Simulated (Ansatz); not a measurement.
Cost and result for the atomization energy of `CC[P+](CC)(CC)[Cu-][S]C` (28 atoms, 27 bonds).

```xyz
28

C    -2.1542    1.4104   -0.2631
C    -1.4793    0.1094   -0.6696
P     0.3276    0.1372   -0.3736
C     0.9755    1.4032   -1.5304
C     0.5745    1.2691   -2.9903
C     0.9067   -1.4542   -1.0697
C     0.5643   -2.6367   -0.1751
Cu    0.8619    0.4722    1.7281
S     1.4040    0.8322    3.7703
C     0.2896   -0.2417    4.7334
H    -1.9303    1.6596    0.7769
H    -3.2383    1.3332   -0.3670
H    -1.8232    2.2468   -0.8829
H    -1.8733   -0.7206   -0.0765
H    -1.6726   -0.1301   -1.7198
H     2.0639    1.3731   -1.4187
H     0.6666    2.3718   -1.1274
H    -0.5074    1.3370   -3.1215
H     1.0246    2.0688   -3.5827
H     0.9051    0.3206   -3.4177
H     0.4915   -1.5882   -2.0731
H     1.9921   -1.3649   -1.1778
H    -0.5153   -2.7663   -0.0720
H     0.9675   -3.5632   -0.5888
H     0.9813   -2.5018    0.8257
H     0.5222   -0.0989    5.7902
H     0.4336   -1.2960    4.4940
H    -0.7586    0.0176    4.5788
```

The species carries charge 0 and has multiplicity 1. For Cu the d shell is correlated and the shells below it are frozen. Scalar relativity is left out up to krypton. The geometry is a stationary point of PBE0-D4/def2-TZVP. It is one conformer, not always the lowest. Program: Ansatz. All runs use 11 threads of an AMD EPYC 7R13 on a shared host and a whole NVIDIA H100 80 GB. Times are those of one run each, without the atoms' runs, and a repeat can differ threefold. Electronic energies, without spin–orbit coupling; frozen cores. CCSD(T)/CBS adds CCSD(T) − MP2 in def2-TZVPP to the MP2 limit, and its time is that of the two runs behind it. T1 = 0.017. With those shells the extrapolation isn't a true limit. B3LYP takes the VWN-RPA correlation (the form of Gaussian; ORCA's B3LYP/G).

CCSD(T)/CBS is a level of theory with its own doubt, some kJ/mol a heavy atom from the limit and from the frozen cores, so smaller differences don't rank the functionals.

```csv
level,functions,wall time
LDA (SPW92)/def2-TZVPP,617,2.6 s
BHLYP-D4/def2-TZVPP,617,2.8 s
B3LYP-D4/def2-TZVPP (with forces),617,3.2 s
CAM-B3LYP-D4/def2-TZVPP,617,3.3 s
r2SCAN-D4/def2-TZVPP (with forces),617,3.4 s
PBE-D4/def2-TZVPP (with forces),617,3.4 s
B97M-V/def2-TZVPP,617,3.4 s
r2SCANh-D4/def2-TZVPP,617,3.9 s
PBE-QIDH/def2-TZVPP,617,4.4 s
CCSD(T)/def2-SVP,255,4.5 s
MP2/def2-QZVPP,1179,8 s
CCSD(T)/def2-TZVPP,617,84 s
CCSD(T)/CBS(def2),–,92 s
```

Task: What atomization energy does each give, and how far from CCSD(T)/CBS? (Best estimate.)

Result: The calculation gave: 
| level | atomization (kJ/mol) | difference from CCSD(T)/CBS | per bond |
| --- | --- | --- | --- |
| LDA (SPW92)/def2-TZVPP | 11928.5 | 1430.4 | 53.0 |
| BHLYP-D4/def2-TZVPP | 10259.4 | -238.7 | -8.8 |
| B3LYP-D4/def2-TZVPP (with forces) | 10500.4 | 2.3 | 0.1 |
| CAM-B3LYP-D4/def2-TZVPP | 10532.8 | 34.7 | 1.3 |
| r2SCAN-D4/def2-TZVPP (with forces) | 10549.4 | 51.3 | 1.9 |
| PBE-D4/def2-TZVPP (with forces) | 10691.1 | 193.0 | 7.1 |
| B97M-V/def2-TZVPP | 10539.9 | 41.8 | 1.5 |
| r2SCANh-D4/def2-TZVPP | 10501.1 | 3.0 | 0.1 |
| PBE-QIDH/def2-TZVPP | 10467.9 | -30.2 | -1.1 |
| CCSD(T)/def2-SVP | 9988.0 | -510.1 | -18.9 |
| MP2/def2-QZVPP | 10499.6 | 1.5 | 0.1 |
| CCSD(T)/def2-TZVPP | 10244.7 | -253.4 | -9.4 |
| CCSD(T)/CBS(def2) | 10498.1 | 0.0 | 0.0 |

The D4 term adds +129.1 kJ/mol with B3LYP and +70.4 kJ/mol with PBE0; it sums over pairs of atoms, weighted by their polarisabilities, and B3LYP, whose exchange is more repulsive, gets the larger term. From r2SCAN to r2SCAN0 (25 % exact exchange), in def2-TZVPP and without D4, the atomization energy moves by −119.1 kJ/mol: exact exchange takes away binding that semilocal exchange gives to molecules. At CCSD(T), def2-SVP lies −510.1 kJ/mol from the extrapolated value and def2-TZVPP −253.4 kJ/mol: correlation converges slowly with the basis, and small sets miss more of it in the bonded molecule than in its fragments.
